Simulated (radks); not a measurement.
The numbers below are computed, except where a source is named.
The technetium ion Tc4+, 39 electrons, occupied as [Kr] 4d3.

Level of theory: scalar-relativistic Kohn-Sham, exchange-only r2SCAN, spin-polarised, spherical densities, finite nucleus; open shells are filled with parallel spins first (spin-orbit coupling, left out, can overturn this in heavy ions); meta-GGA in the generalised Kohn-Sham scheme; Fermi nuclear charge, rms radius 4.4112 fm (a radial shooting solver on a logarithmic mesh with Libxc functionals).

Energy parts (hartree):
| part | energy |
|---|---|
| total | -4280.76908 |
| kinetic | 4422.39836 |
| electron-nucleus | -10253.20805 |
| Hartree | 1675.37213 |
| exchange | -125.33152 |

Orbitals (lengths in bohr, moments of r in powers of bohr; <r^-3> diverges for s and p1/2):
1s down: occ. 1; eigenvalue (hartree) -770.2968; <r> 0.03429
1s up: occ. 1; eigenvalue (hartree) -770.2957; <r> 0.03429
2s up: occ. 1; eigenvalue (hartree) -111.8633; <r> 0.1495
2s down: occ. 1; eigenvalue (hartree) -111.8363; <r> 0.1495
2p up: occ. 3; eigenvalue (hartree) -100.1917; <r> 0.1304; <r^-3> 2770
2p down: occ. 3; eigenvalue (hartree) -100.1723; <r> 0.1304; <r^-3> 2770
3s up: occ. 1; eigenvalue (hartree) -21.10543; <r> 0.4141
3s down: occ. 1; eigenvalue (hartree) -21.09661; <r> 0.4142
3p up: occ. 3; eigenvalue (hartree) -17.23252; <r> 0.4155; <r^-3> 470.3
3p down: occ. 3; eigenvalue (hartree) -17.22078; <r> 0.4155; <r^-3> 469.7
3d up: occ. 5; eigenvalue (hartree) -10.98825; <r> 0.3988; <r^-3> 62.64
3d down: occ. 5; eigenvalue (hartree) -10.96567; <r> 0.3987; <r^-3> 62.59
4s up: occ. 1; eigenvalue (hartree) -4.47890; <r> 1.052
4s down: occ. 1; eigenvalue (hartree) -4.34641; <r> 1.045
4p up: occ. 3; eigenvalue (hartree) -3.39683; <r> 1.148; <r^-3> 71.40
4p down: occ. 3; eigenvalue (hartree) -3.25190; <r> 1.139; <r^-3> 73.45
4d up: occ. 3; eigenvalue (hartree) -1.81500; <r> 1.435; <r^-3> 6.485
4d down: occ. 0; eigenvalue (hartree) -1.64723; <r> 1.426; <r^-3> 6.740
5s up: occ. 0; eigenvalue (hartree) -1.35408; <r> 2.451
5s down: occ. 0; eigenvalue (hartree) -1.20766; <r> 2.568
5p up: occ. 0; eigenvalue (hartree) -1.07842; <r> 2.806; <r^-3> 13.00

The highest occupied level is 4d up at -49.389 eV. Summed over all electrons, <r^2> = 22.26 bohr^2, which gives a Langevin (diamagnetic) susceptibility term of -17.6 x 10^-6 cm^3/mol. The density falls to 0.001 e/bohr^3 at r = 3.02 bohr. For comparison, the ionisation energy in NIST's Atomic Spectra Database is 57 eV (theoretical). In exact Kohn-Sham theory the highest level is minus the ionisation energy, but local and semilocal functionals leave it too shallow, through self-interaction and a potential that decays too fast; potentials with the right tail come closer.
